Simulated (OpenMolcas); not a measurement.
Levels of Ge2+ by method

```
Program             : OpenMolcas
Basis               : ANO-R2 [6s5p4d3f1g]
Scalar Hamiltonian  : X2C, finite nucleus
Active space        : 2 electrons in 8 orbitals (4s 4p 5s 5p)
State averaging     : 2S+1 = 3 even, 3 roots; 2S+1 = 1 even, 7 roots; 2S+1 = 3 odd, 3 roots; 2S+1 = 1 odd, 3 roots
Spin-orbit coupling : RASSI with atomic mean-field integrals over the reference wave functions, term energies averaged over their components
```

Methods on the same reference wave functions:
A. CASSCF
B. SS-CASPT2, IPEA 0.25 Eh, imaginary shift 0.1 Eh (closed shells correlated: 3d)
C. MS-CASPT2, IPEA 0.25 Eh, imaginary shift 0.1 Eh (closed shells correlated: 3d)

Energies in eV above 4s² ¹S₀, the measured ground level; measured values from Sugar and Musgrove, J. Phys. Chem. Ref. Data 22, 1213 (1993).

```tsv
Level	A	B	C	Measured
4s² ¹S₀	0.0000	0.0000	0.0000	0.0000
4s 4p ³P°₀	7.2784	7.504	7.509	7.6540
4s 4p ³P°₁	7.3599	7.585	7.589	7.7490
4s 4p ³P°₂	7.5296	7.755	7.760	7.9528
4s 4p ¹P°₁	12.2488	11.362	11.366	11.3908
```

Deviations, from unrounded energies. A percentage is the sum of absolute deviations over the sum of measured energies, with the sign that they share, or ± where signs differ.

```csv
Against measurement,Levels,A,B,C
mean absolute deviation (cm-1),4,4100,1100,1100
other configurations (%),4,±5.9,-1.6,-1.5
```

B, C lie about equally close to measurement and A furthest from it. The largest miss of C in the table is 4s 4p ³P°₂, by -1600 cm-1. The ranking rests on the paired levels alone, and a cruder setting can come out closer through cancelling errors.

Between B and C the level of the table that moves most is 4s 4p ¹P°₁, by 37 cm-1 (lowest in B, highest in C). Moves below CASPT2's spread within the term are not significant.

The lowest spin-free term lies below A's lowest term by 0.462 hartree in B, 0.463 hartree in C.

Over all roots computed the reference weight is 0.89 to 0.97 in B, 0.89 to 0.97 in C; the roots of lowest weight are the least certain, and an intruder state may touch them. The run also gave levels led by 4s 5s, which use shells meant for correlation; these and all levels above them are left out. Computed and measured levels are paired by configuration, term and J; levels that our copy of the source lacks, or whose pairing is in doubt (as where it misses far off the trend of its configuration), stay unpaired and out of the deviations. Only configurations of the active space appear. The table leaves out levels that lie high or whose names do not pair safely across all columns.

° marks odd parity.
